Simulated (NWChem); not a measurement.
Molecule: ZrNHF2; SMILES [NH]=[Zr]([F])[F]

Program: NWChem. Coordinates come from a PBE0/def2-SVP optimisation. def2 effective core potentials on Zr; no spin-orbit coupling. B3LYP is NWChem's, with the RPA form of VWN correlation. Total energies of different functionals are on different scales.

| level | energy (Ha) | highest occupied level (eV) | orbital gap (eV) | dipole (D) |
|---|---|---|---|---|
| B3LYP/def2-SVP | -302.0574 | -6.74 | 3.66 | 3.13 |
| PBE/def2-SVP | -301.8128 | -5.60 | 2.13 | 2.96 |
| LRC-wPBEh/def2-SVP | -301.8080 | -8.88 | 7.77 | 3.21 |
| revPBE/def2-SVP | -302.0061 | -5.54 | 2.17 | 2.97 |
| PBE0/def2-SVP | -301.7756 | -7.03 | 4.30 | 3.19 |
| TPSSh/def2-SVP | -302.0269 | -6.21 | 3.23 | 3.13 |
| PW6B95/def2-SVP | -302.3057 | [?] | 4.33 | 3.20 |

Question: What belongs in the gaps?

Answer: 
- PW6B95/def2-SVP, highest occupied level (eV): -7.13
